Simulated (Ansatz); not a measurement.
Molecule: AlH$_{3}$, net charge -1, doublet state. 
Coordinates optimised at B3LYP-D3(BJ)/def2-TZVP (Ansatz, an electronic-structure program):
```
Al
H 1 1.6367
H 1 1.6367 2 110.93
H 1 1.6367 2 110.93 3 123.75
```
Charge -1, spin multiplicity 2.

Basis-set convergence of Hartree-Fock and CCSD correlation energies (hartree) with Ansatz. Cores are frozen in the correlated levels unless marked. UHF or UKS for open shells. No spin-orbit coupling. Non-relativistic.

```
basis            functions       E(HF)  E(corr, CCSD)
---------------  ---------  ----------  -------------
aug-cc-pV(D+d)Z         59  -243.63322       -0.11894
aug-cc-pV(T+d)Z        124  -243.64292       -0.13216
aug-cc-pV(Q+d)Z        227  -243.64580       -0.13559
```

Extrapolating the two largest sets (X = 3 and 4) as X^-3: E(corr) = (64·(-0.13559) - 27·(-0.13216))/37 = -0.1381 Eh, an estimate of the basis-set limit. The largest set recovers 98.2 % of it, the smallest 86.1 %.
